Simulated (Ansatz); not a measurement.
Li5H6⁺. The state is a triplet with charge 1. Geometry r2SCAN-D4/def2-TZVP, that of the neutral doublet; atoms count from 1.

```tsv
atom	x (Å)	y (Å)	z (Å)
Li1	-0.205	-2.010	0.599
Li2	0.797	-0.034	1.718
Li3	-0.814	0.261	-0.215
Li4	2.034	2.052	-0.690
Li5	1.582	-0.749	-0.695
H6	-0.165	-1.196	-1.038
H7	-2.223	1.222	-1.461
H8	1.515	-1.509	0.981
H9	0.854	1.002	0.177
H10	-0.932	-0.530	1.425
H11	-2.443	1.491	-0.800
```

At PBE0-D4/def2-TZVP a singlet of charge 1 lies 3.99 eV below the triplet at the same geometry. The structure comes from a short search, and lower isomers may exist.

(1) Estimate the Mulliken populations from the PBE0/def2-TZVP orbitals of Ansatz.

(2) Where does the spin sit?

(3) And the Mayer bond orders between heavy atoms (over 0.3)?

## Answers

(1) 
| atom | charge (e) | spin (α − β) |
| --- | --- | --- |
| Li1 | 0.39 | -0.06 |
| Li2 | 0.58 | -0.01 |
| Li3 | 0.41 | 0.08 |
| Li4 | 0.46 | 0.53 |
| Li5 | 0.19 | 0.44 |
| H6 | -0.19 | 0.30 |
| H7 | 0.04 | 0.00 |
| H8 | -0.06 | 0.55 |
| H9 | -0.59 | -0.01 |
| H10 | -0.24 | 0.18 |
| H11 | 0.03 | 0.00 |
Mulliken values depend strongly on the basis.

(2) Summed by element: Li 0.97, H 1.03, of 2 unpaired in all. Largest on single atoms: H8 0.55, Li4 0.53, Li5 0.44.

(3) Li4–Li5 0.52 (2.84 Å).
